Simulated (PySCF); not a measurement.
Species: C₇H₈O₂S.
Atom-mapped SMILES: `[cH:1]1[cH:2][s:3][c:4]([CH:5]2[O:6][CH2:7][CH2:8][O:9]2)[cH:10]1`

Probes without a nucleus sit at each ring's centroid and 1 Å off its mean plane on both sides; NICS is minus the shielding there, NICSzz its component along the normal. Level: GIAO PBE0/pcSseg-1 (PySCF, non-relativistic, gas phase) on the GFN2-xTB geometry, one conformer.

Rings: 1. C1–C2–S3–C4–C10; 2. C5–O6–C7–C8–O9.

```json
{"set": "P", "NICS(0)": "-12.6", "NICS(1), two faces": "-11.3 / -11.4", "NICS(1)zz, two faces": "-26.9 / -26.2"}
{"set": "Q", "NICS(0)": "-10.7", "NICS(1), two faces": "-3.9 / -4.0", "NICS(1)zz, two faces": "-10.8 / -9.8"}
```

Problem. Which set (ppm) belongs to which ring?

Solution. P = 1, Q = 2.
- 1 (5-membered ring with S; formal bonds all aromatic): mean NICS(1)zz -26.6 ppm, shielded. The ring is flat and has no four-coordinate atom; by the NICS criterion it is aromatic.
- 2 (5-membered ring with 2 O; formal bonds all single): mean NICS(1)zz -10.3 ppm, shielded. C5, C7, C8 have four or more neighbours; no verdict on aromaticity is drawn.

Problem. How do the rings differ in shape?

Solution. 
```csv
ring,bond lengths (Å),rms pucker (Å),HOMA,nearest outside atom to a NICS(1) probe (Å)
1,"1.357, 1.720, 1.726, 1.360, 1.413",0.00,0.80,hydrogen 2.50
2,"1.403, 1.412, 1.543, 1.417, 1.406",0.14,–,hydrogen 1.61
```

HOMA = 1 − mean of α(R − Ropt)² over the ring bonds, with Krygowski's 1993 parameters (CC: Ropt 1.388 Å, α 257.7 Å⁻²; CS: Ropt 1.677 Å, α 94.09 Å⁻²). A dash marks a ring with a four-coordinate atom, a triple bond, no multiple bond or a kind of bond without parameters.

Time: 50 s (with the writing of density and orbital grids); peak memory 0.96 GiB. Hardware: one thread of an Arm Neoverse V1, shared host with 32 logical CPUs at a one-minute load of 11. This is the whole shielding run at PBE0/pcSseg-1, SCF included.
